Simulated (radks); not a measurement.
Results of a calculation; reference values are marked as such.
Question: Yb3+, configuration [Xe] 4f13 (the NIST ground configuration). Code: a radial shooting solver on a logarithmic mesh with Libxc functionals. Model: Dirac Kohn-Sham, PBE, spin-unpolarised, spherical densities, point nucleus; open shells fill j = l - 1/2 first. Some entries of the table are withheld. Estimate them.

orbital,occ.,eigenvalue (eV),r(max) (bohr),<r> (bohr)
1s1/2,2,-61201.95,0.01236,0.01966
2s1/2,2,-10390.70,0.07076,0.08274
2p1/2,2,-9911.150,0.05296,0.06872
2p3/2,4,-8864.075,0.05939,0.07622
3s1/2,2,-2368.576,0.1996,0.2162
3p1/2,2,(1),0.1875,0.2061
3p3/2,4,(2),0.2008,0.2201
3d3/2,4,-1575.835,0.1581,0.1935
3d5/2,6,-1527.295,0.1618,0.1978
4s1/2,2,-493.3091,0.4554,0.4875
4p1/2,2,-407.8053,0.4568,(3)
4p3/2,4,-357.3994,0.4851,(4)
4d3/2,4,-216.8757,0.4857,0.5522
4d5/2,6,-207.6790,0.4948,0.5635
5s1/2,2,-85.6048,1.063,1.187
5p1/2,2,-61.8111,1.153,1.321
5p3/2,4,-55.1577,1.238,1.422
4f5/2,6,-36.6812,0.4779,0.7254
4f7/2,7,-35.2848,0.4832,0.7391
5d3/2,0,-25.3772,(5),2.027
5d5/2,0,-24.8107,(6),2.072
6s1/2,0,-24.2289,2.660,2.890
6p1/2,0,-18.7895,3.061,3.333
6p3/2,0,-17.7007,3.236,3.508

Answer: 
(1) 3p1/2 eigenvalue (eV): -2157.236
(2) 3p3/2 eigenvalue (eV): -1935.006
(3) 4p1/2 <r> (bohr): 0.4952
(4) 4p3/2 <r> (bohr): 0.5274
(5) 5d3/2 r(max) (bohr): 1.648
(6) 5d5/2 r(max) (bohr): 1.688
